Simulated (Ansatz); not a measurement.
A short molecular-dynamics run on `C#[C][Al]([AlH2])[Cl]`.

```yaml
crystal:
  periodic: [false, false, false]
  atoms:
    - {symbol: C, position_ang: [0.270508, 1.559865, 2.333356]}
    - {symbol: C, position_ang: [0.230706, 1.215545, 1.172725]}
    - {symbol: Al, position_ang: [0.141854, 0.554874, -0.610931]}
    - {symbol: Al, position_ang: [-0.343150, -1.903045, -1.261264]}
    - {symbol: Cl, position_ang: [0.475403, 1.995515, -2.111630]}
    - {symbol: H, position_ang: [0.307681, 1.872063, 3.352907]}
    - {symbol: H, position_ang: [-0.407987, -2.342771, -2.786982]}
    - {symbol: H, position_ang: [-0.582816, -3.009146, -0.144080]}
basis:
  gaussian: {orbitals: "6-31G*"}
hamiltonian: {xc: {name: PBE}}
md: {timestep: 1 fs, n_steps: 50, ensemble: nvt_langevin, temperature: 1000, initial_velocities: maxwell_boltzmann, friction: 0.01, seed: 916}
```

```sh
$ ansatz run in.yaml --threads 2 --pin off --events-out ev --progress --plain --max-ram 4352MiB
```

| step | time (fs) | potential energy (eV) | kinetic (eV) | T (K) | conserved (eV) |
| --- | --- | --- | --- | --- | --- |
| 0 | 0.0 | -27822.0695 | 0.9048 | 875 | – |
| 1 | 1.0 | -27821.9988 | 0.8191 | 792 | – |
| 2 | 2.0 | -27821.9347 | 0.7371 | 713 | – |
| 3 | 3.0 | -27821.9358 | 0.6690 | 647 | – |
| 4 | 4.0 | -27821.9122 | 0.6525 | 631 | – |
| 5 | 5.0 | -27821.8443 | 0.5839 | 565 | – |
| 6 | 6.0 | -27821.7663 | 0.6035 | 584 | – |
| 7 | 7.0 | -27821.7028 | 0.6058 | 586 | – |
| 8 | 8.0 | -27821.6672 | 0.5973 | 578 | – |
| 9 | 9.0 | -27821.6529 | 0.6090 | 589 | – |
| 10 | 10.0 | -27821.6053 | 0.6230 | 602 | – |
| 11 | 11.0 | -27821.5127 | 0.5754 | 556 | – |
| 12 | 12.0 | -27821.4732 | 0.5443 | 526 | – |
| 13 | 13.0 | -27821.5051 | 0.4969 | 481 | – |
| 14 | 14.0 | -27821.5121 | 0.5459 | 528 | – |
| 15 | 15.0 | -27821.4804 | 0.5557 | 537 | – |
| 16 | 16.0 | -27821.4649 | 0.5339 | 516 | – |
| 17 | 17.0 | -27821.5148 | 0.6099 | 590 | – |
| 18 | 18.0 | -27821.6249 | 0.7961 | 770 | – |
| 19 | 19.0 | -27821.7200 | 0.8285 | 801 | – |
| 20 | 20.0 | -27821.7376 | 0.8605 | 832 | – |
| 21 | 21.0 | -27821.6940 | 0.9252 | 895 | – |
| 22 | 22.0 | -27821.6817 | 0.8780 | 849 | – |
| 23 | 23.0 | -27821.7154 | 0.8920 | 863 | – |
| 24 | 24.0 | -27821.7084 | 0.9974 | 964 | – |
| 25 | 25.0 | -27821.6525 | 0.9448 | 914 | – |
| 26 | 26.0 | -27821.5906 | 0.8731 | 844 | – |
| 27 | 27.0 | -27821.5525 | 0.9475 | 916 | – |
| 28 | 28.0 | -27821.5525 | 0.9411 | 910 | – |
| 29 | 29.0 | -27821.5607 | 1.0450 | 1011 | – |
| 30 | 30.0 | -27821.5066 | 0.9675 | 936 | – |
| 31 | 31.0 | -27821.3829 | 0.8777 | 849 | – |
| 32 | 32.0 | -27821.2932 | 0.8487 | 821 | – |
| 33 | 33.0 | -27821.3396 | 1.0137 | 980 | – |
| 34 | 34.0 | -27821.4137 | 1.0734 | 1038 | – |
| 35 | 35.0 | -27821.4105 | 1.1085 | 1072 | – |
| 36 | 36.0 | -27821.3526 | 1.0748 | 1039 | – |
| 37 | 37.0 | -27821.3126 | 1.0718 | 1036 | – |
| 38 | 38.0 | -27821.3199 | 1.0687 | 1033 | – |
| 39 | 39.0 | -27821.3642 | 0.9484 | 917 | – |
| 40 | 40.0 | -27821.4200 | 1.0601 | 1025 | – |
| 41 | 41.0 | -27821.4879 | 1.1871 | 1148 | – |
| 42 | 42.0 | -27821.5907 | 1.3104 | 1267 | – |
| 43 | 43.0 | -27821.6910 | 1.4193 | 1373 | – |
| 44 | 44.0 | -27821.6794 | 1.3711 | 1326 | – |
| 45 | 45.0 | -27821.5687 | 1.2757 | 1234 | – |
| 46 | 46.0 | -27821.4585 | 1.2335 | 1193 | – |
| 47 | 47.0 | -27821.4205 | 1.2088 | 1169 | – |
| 48 | 48.0 | -27821.4774 | 1.3433 | 1299 | – |
| 49 | 49.0 | -27821.5548 | 1.3890 | 1343 | – |
| 50 | 50.0 | -27821.5517 | 1.4184 | 1372 | – |

Velocities are drawn at the set temperature; a run this short doesn't reach equilibrium.

Frames (Å, forces in eV/Å):

```xyz
8
time=0.0 fs
C     0.271    1.560    2.333    0.051    0.453    1.591
C     0.231    1.216    1.173   -0.056   -0.502   -1.797
Al    0.142    0.555   -0.611   -0.069   -0.314    0.200
Al   -0.343   -1.903   -1.261    0.038    0.190    0.026
Cl    0.475    1.996   -2.112    0.073    0.313   -0.325
H     0.308    1.872    3.353    0.015    0.123    0.367
H    -0.408   -2.343   -2.787   -0.014   -0.084   -0.225
H    -0.583   -3.009   -0.144   -0.038   -0.177    0.163
8
time=2.0 fs
C     0.300    1.556    2.341   -0.047   -0.242   -0.894
C     0.222    1.230    1.176   -0.047   -0.569   -1.958
Al    0.136    0.552   -0.618   -0.077   -0.155    0.496
Al   -0.344   -1.898   -1.267    0.088   -0.069   -0.974
Cl    0.473    1.996   -2.102    0.092    0.378   -0.432
H     0.291    1.752    3.336    0.083    0.702    2.786
H    -0.384   -2.478   -2.817    0.018    0.339    0.422
H    -0.569   -3.026   -0.210   -0.109   -0.383    0.554
8
time=4.0 fs
C     0.326    1.547    2.347   -0.224   -0.015    1.291
C     0.209    1.240    1.173    0.017   -0.488   -1.566
Al    0.134    0.547   -0.625   -0.091   -0.003    0.692
Al   -0.342   -1.893   -1.272    0.128   -0.488   -1.433
Cl    0.470    1.997   -2.095    0.107    0.417   -0.515
H     0.270    1.654    3.415    0.187    0.258    0.082
H    -0.347   -2.591   -2.830    0.012    0.683    0.755
H    -0.560   -3.055   -0.258   -0.136   -0.364    0.694
8
time=6.0 fs
C     0.354    1.536    2.357   -0.638   -0.302    1.953
C     0.192    1.251    1.168    0.205   -0.255   -0.360
Al    0.134    0.542   -0.632   -0.103    0.106    0.857
Al   -0.337   -1.888   -1.280    0.097   -0.927   -1.346
Cl    0.468    1.995   -2.088    0.125    0.472   -0.606
H     0.253    1.581    3.489    0.413    0.204   -1.866
H    -0.327   -2.675   -2.805    0.024    0.867    0.692
H    -0.570   -3.089   -0.295   -0.123   -0.164    0.677
8
time=8.0 fs
C     0.380    1.523    2.376   -1.039   -0.741    0.206
C     0.173    1.267    1.166    0.525   -0.037    1.164
Al    0.135    0.537   -0.639   -0.117    0.194    1.127
Al   -0.330   -1.881   -1.289   -0.043   -1.586   -0.797
Cl    0.465    1.992   -2.081    0.153    0.569   -0.735
H     0.253    1.521    3.505    0.493    0.301   -1.786
H    -0.319   -2.738   -2.754    0.057    0.931    0.434
H    -0.596   -3.139   -0.303   -0.028    0.369    0.387
8
time=10.0 fs
C     0.402    1.504    2.393   -1.071   -0.847   -3.295
C     0.155    1.285    1.171    0.796   -0.092    1.784
Al    0.134    0.532   -0.646   -0.145    0.290    1.449
Al   -0.323   -1.878   -1.300   -0.133   -1.929   -0.155
Cl    0.461    1.990   -2.073    0.181    0.668   -0.856
H     0.274    1.464    3.443    0.258    0.315    0.886
H    -0.288   -2.773   -2.696    0.073    0.831    0.046
H    -0.616   -3.171   -0.290    0.042    0.765    0.140
8
time=12.0 fs
C     0.420    1.482    2.397   -0.958   -0.602   -4.661
C     0.136    1.303    1.181    0.842   -0.376    1.163
Al    0.133    0.529   -0.652   -0.200    0.326    1.824
Al   -0.313   -1.878   -1.313   -0.214   -1.836    0.722
Cl    0.456    1.988   -2.064    0.217    0.808   -1.005
H     0.305    1.414    3.410    0.117    0.208    2.639
H    -0.240   -2.762   -2.636    0.103    0.457   -0.594
H    -0.637   -3.181   -0.262    0.093    1.014   -0.090
8
time=14.0 fs
C     0.433    1.460    2.385   -0.808   -0.454   -0.057
C     0.120    1.319    1.193    0.468   -0.781   -0.808
Al    0.132    0.529   -0.654   -0.280    0.253    2.144
Al   -0.306   -1.879   -1.326   -0.285   -1.412    1.521
Cl    0.449    1.984   -2.057    0.259    0.979   -1.171
H     0.361    1.381    3.464    0.372    0.360   -0.167
H    -0.204   -2.736   -2.598    0.160    0.004   -1.245
H    -0.657   -3.161   -0.237    0.114    1.051   -0.217
8
time=16.0 fs
C     0.446    1.433    2.372   -0.279   -0.338    3.174
C     0.110    1.326    1.201    0.032   -1.012   -2.456
Al    0.129    0.532   -0.655   -0.352    0.059    2.374
Al   -0.299   -1.882   -1.339   -0.302   -0.954    1.852
Cl    0.440    1.977   -2.050    0.303    1.189   -1.361
H     0.438    1.356    3.506    0.304    0.429   -1.829
H    -0.179   -2.716   -2.598    0.196   -0.248   -1.516
H    -0.671   -3.099   -0.213    0.098    0.874   -0.237
8
time=18.0 fs
C     0.461    1.405    2.373   -0.096   -0.257    2.521
C     0.104    1.325    1.204    0.036   -0.981   -2.223
Al    0.126    0.533   -0.652   -0.382   -0.104    2.389
Al   -0.289   -1.887   -1.348   -0.147   -0.621    1.194
Cl    0.431    1.972   -2.046    0.323    1.315   -1.454
H     0.533    1.350    3.488    0.133    0.338   -1.384
H    -0.147   -2.708   -2.647    0.151   -0.067   -1.053
H    -0.671   -2.994   -0.202   -0.018    0.377    0.011
8
time=20.0 fs
C     0.475    1.379    2.381   -0.617   -0.202   -1.361
C     0.096    1.325    1.202    0.413   -0.855   -0.677
Al    0.124    0.532   -0.642   -0.384   -0.160    2.184
Al   -0.282   -1.891   -1.356    0.184   -0.245   -0.104
Cl    0.420    1.967   -2.047    0.316    1.321   -1.425
H     0.639    1.344    3.419    0.295    0.213    1.064
H    -0.110   -2.693   -2.735    0.028    0.276   -0.196
H    -0.654   -2.868   -0.191   -0.234   -0.348    0.515
8
time=22.0 fs
C     0.490    1.351    2.386   -1.151   -0.163   -3.493
C     0.089    1.325    1.198    0.748   -0.781    0.755
Al    0.121    0.532   -0.628   -0.379   -0.171    1.834
Al   -0.280   -1.894   -1.365    0.473    0.196   -1.085
Cl    0.410    1.962   -2.052    0.295    1.244   -1.313
H     0.770    1.352    3.379    0.515    0.192    1.935
H    -0.081   -2.651   -2.820   -0.085    0.405    0.400
H    -0.634   -2.761   -0.169   -0.414   -0.922    0.966
8
time=24.0 fs
C     0.499    1.324    2.381   -0.001    0.041   -0.672
C     0.085    1.324    1.197    0.678   -0.770    0.898
Al    0.115    0.532   -0.615   -0.384   -0.193    1.503
Al   -0.278   -1.897   -1.378    0.474    0.163   -0.976
Cl    0.400    1.955   -2.058    0.275    1.159   -1.193
H     0.923    1.372    3.402   -0.545    0.067   -0.875
H    -0.056   -2.584   -2.895   -0.175    0.361    0.751
H    -0.618   -2.703   -0.106   -0.322   -0.829    0.563
8
time=26.0 fs
C     0.509    1.299    2.373    1.109    0.389    0.947
C     0.088    1.320    1.193    0.538   -0.726    0.851
Al    0.109    0.531   -0.600   -0.376   -0.207    1.088
Al   -0.275   -1.901   -1.394    0.301   -0.034    0.044
Cl    0.388    1.950   -2.066    0.241    1.015   -1.017
H     1.061    1.407    3.399   -1.500   -0.207   -2.242
H    -0.020   -2.495   -2.933   -0.218    0.160    0.731
H    -0.620   -2.690   -0.018   -0.094   -0.390   -0.402
8
time=28.0 fs
C     0.522    1.277    2.371    1.167    0.594    0.242
C     0.096    1.310    1.191    0.520   -0.652    1.209
Al    0.101    0.529   -0.584   -0.351   -0.222    0.618
Al   -0.271   -1.903   -1.412    0.113   -0.003    1.108
Cl    0.375    1.947   -2.077    0.197    0.839   -0.802
H     1.151    1.440    3.323   -1.528   -0.340   -1.653
H     0.014   -2.395   -2.939   -0.194   -0.117    0.391
H    -0.640   -2.695    0.053    0.077   -0.098   -1.113
8
time=30.0 fs
C     0.535    1.252    2.372   -0.290    0.330   -2.186
C     0.104    1.295    1.196    0.383   -0.607    1.273
Al    0.091    0.527   -0.567   -0.325   -0.221    0.139
Al   -0.267   -1.905   -1.429   -0.064    0.180    1.999
Cl    0.360    1.944   -2.087    0.151    0.646   -0.560
H     1.182    1.466    3.185    0.080    0.028    0.948
H     0.046   -2.296   -2.930   -0.109   -0.381   -0.147
H    -0.662   -2.706    0.085    0.174    0.025   -1.465
8
time=32.0 fs
C     0.547    1.225    2.369   -1.810   -0.260   -3.577
C     0.111    1.280    1.205    0.001   -0.570    0.654
Al    0.081    0.525   -0.548   -0.296   -0.186   -0.300
Al   -0.261   -1.904   -1.439   -0.192    0.412    2.485
Cl    0.344    1.941   -2.099    0.107    0.464   -0.321
H     1.208    1.487    3.075    2.003    0.717    3.169
H     0.079   -2.210   -2.917   -0.003   -0.551   -0.657
H    -0.683   -2.707    0.058    0.190   -0.025   -1.453
8
time=34.0 fs
C     0.549    1.192    2.363    0.855    0.549    0.299
C     0.119    1.261    1.218   -0.758   -0.459   -1.035
Al    0.071    0.526   -0.531   -0.267   -0.163   -0.686
Al   -0.254   -1.902   -1.444   -0.066    0.696    1.900
Cl    0.323    1.940   -2.111    0.071    0.317   -0.108
H     1.286    1.524    3.052    0.114   -0.085    1.159
H     0.120   -2.154   -2.933   -0.019   -0.531   -0.540
H    -0.693   -2.690   -0.031    0.070   -0.323   -0.990
8
time=36.0 fs
C     0.557    1.161    2.362    2.927    1.451    2.685
C     0.123    1.241    1.225   -1.024   -0.281   -1.466
Al    0.058    0.527   -0.514   -0.220   -0.199   -1.162
Al   -0.245   -1.901   -1.448    0.344    1.178    0.354
Cl    0.301    1.939   -2.123    0.033    0.175    0.102
H     1.357    1.563    3.071   -1.680   -1.006   -0.525
H     0.153   -2.122   -2.983   -0.147   -0.410    0.055
H    -0.697   -2.679   -0.157   -0.233   -0.908   -0.043
8
time=38.0 fs
C     0.575    1.135    2.367    2.467    1.518    1.857
C     0.124    1.220    1.229   -0.733   -0.172   -0.450
Al    0.042    0.528   -0.498   -0.181   -0.249   -1.657
Al   -0.235   -1.900   -1.451    0.832    1.791   -1.151
Cl    0.277    1.938   -2.136   -0.006    0.018    0.314
H     1.358    1.562    3.070   -1.498   -1.013   -0.406
H     0.185   -2.119   -3.020   -0.229   -0.283    0.477
H    -0.707   -2.708   -0.291   -0.653   -1.611    1.016
8
time=40.0 fs
C     0.598    1.117    2.377    0.306    0.751   -0.799
C     0.126    1.199    1.235   -0.255   -0.154    0.872
Al    0.025    0.526   -0.484   -0.139   -0.244   -2.050
Al   -0.228   -1.897   -1.454    0.905    1.805   -1.434
Cl    0.256    1.940   -2.148   -0.047   -0.159    0.528
H     1.305    1.536    3.051    0.196   -0.144    1.153
H     0.201   -2.133   -3.034   -0.223   -0.167    0.606
H    -0.744   -2.790   -0.394   -0.744   -1.687    1.124
8
time=42.0 fs
C     0.620    1.104    2.386   -0.933    0.295   -2.437
C     0.126    1.174    1.242    0.199   -0.095    1.860
Al    0.012    0.519   -0.473   -0.102   -0.195   -2.335
Al   -0.219   -1.895   -1.461    0.229    0.769   -0.220
Cl    0.233    1.943   -2.161   -0.086   -0.350    0.739
H     1.266    1.513    3.082    0.986    0.333    1.945
H     0.197   -2.144   -3.012   -0.084   -0.121    0.291
H    -0.821   -2.937   -0.460   -0.210   -0.635    0.156
8
time=44.0 fs
C     0.639    1.093    2.386    0.864    1.250    0.097
C     0.130    1.150    1.255    0.165   -0.023    1.450
Al    0.000    0.511   -0.467   -0.063   -0.036   -2.312
Al   -0.211   -1.893   -1.467   -0.600   -0.352    1.075
Cl    0.209    1.945   -2.175   -0.114   -0.507    0.902
H     1.290    1.493    3.189   -0.788   -0.728   -0.291
H     0.192   -2.161   -2.964    0.150   -0.136   -0.369
H    -0.909   -3.107   -0.519    0.387    0.532   -0.553
8
time=46.0 fs
C     0.659    1.084    2.381    2.051    1.486    2.463
C     0.134    1.127    1.269   -0.200    0.022    0.335
Al   -0.014    0.503   -0.464   -0.017    0.177   -2.182
Al   -0.201   -1.888   -1.470   -1.133   -1.046    1.643
Cl    0.185    1.946   -2.189   -0.136   -0.638    1.038
H     1.308    1.439    3.283   -1.628   -1.085   -1.735
H     0.185   -2.172   -2.936    0.331   -0.141   -0.834
H    -0.983   -3.252   -0.593    0.731    1.224   -0.727
8
time=48.0 fs
C     0.684    1.080    2.384    1.591    0.947    2.375
C     0.143    1.105    1.285   -0.277    0.033   -0.127
Al   -0.027    0.500   -0.462    0.028    0.361   -2.036
Al   -0.193   -1.882   -1.472   -1.258   -1.448    1.329
Cl    0.158    1.946   -2.204   -0.150   -0.729    1.148
H     1.269    1.334    3.324   -1.116   -0.636   -1.395
H     0.197   -2.191   -2.942    0.352   -0.029   -0.701
H    -1.017   -3.344   -0.699    0.830    1.501   -0.593
8
time=50.0 fs
C     0.719    1.075    2.396   -0.943    0.087   -1.759
C     0.152    1.084    1.299    0.318    0.051    0.671
Al   -0.037    0.499   -0.464    0.078    0.486   -1.863
Al   -0.186   -1.880   -1.473   -1.142   -1.650    0.520
Cl    0.130    1.944   -2.218   -0.153   -0.776    1.222
H     1.174    1.211    3.315    0.784    0.133    1.721
H     0.226   -2.209   -2.976    0.261    0.162   -0.167
H    -1.027   -3.370   -0.823    0.797    1.507   -0.345
```

Run time 61 s (2 threads of an Intel Xeon Platinum 8488C on a shared host); peak host memory 0.42 GiB.
